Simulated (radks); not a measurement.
Results of a calculation; reference values are marked as such.
Question: Cd+, 47 electrons, occupied as [Kr] 4d10 5s1. Code: a radial shooting solver on a logarithmic mesh with Libxc functionals. Model: scalar-relativistic Kohn-Sham, LDA (Slater exchange, Perdew-Wang correlation), spin-polarised, spherical densities, point nucleus; open shells are filled with parallel spins first (spin-orbit coupling, left out, can overturn this in heavy ions). Some entries of the table are withheld. Estimate them.

orbital  occ.  eigenvalue (eV)  <r^2> (bohr^2)  <1/r> (bohr^-1)
1s up       1        -26502.33        0.001252            50.59
1s down     1        -26502.30        0.001252            50.59
2s up       1        -3942.970         0.02047            11.51
2s down     1        -3942.962         0.02047            11.51
2p up       3        -3541.172         0.01612            11.11
2p down     3        -3541.162         0.01612            11.11
3s up       1        -741.5774          0.1474            4.056
3s down     1        -741.5551          0.1474            4.056
3p up       3        -609.7650          0.1485            3.866
3p down     3        -609.7428          0.1484            3.866
3d up       5        -402.8182          0.1335            3.641
3d down     5        -402.8002          0.1335            3.641
4s up       1        -114.7448          0.8759            1.577
4s down     1        -114.7072          0.8751            1.577
4p up       3         -75.9129           1.058            1.419
4p down     3         -75.8535           1.055            1.420
4d up       5         -20.8252             (1)            1.057
4d down     5         -20.6017             (2)            1.065
5s up       1         -13.8018           7.759           0.4880
5s down     0         -12.9769           7.849           0.4881
5p up       0              (3)           12.66           0.3782
5p down     0              (4)           13.48           0.3693
6s up       0          -3.3542           51.58           0.1907
6s down     0          -3.2200           54.71           0.1844

Answer: 
(1) 4d up <r^2> (bohr^2): 1.988
(2) 4d down <r^2> (bohr^2): 1.947
(3) 5p up eigenvalue (eV): -7.9193
(4) 5p down eigenvalue (eV): -7.1731
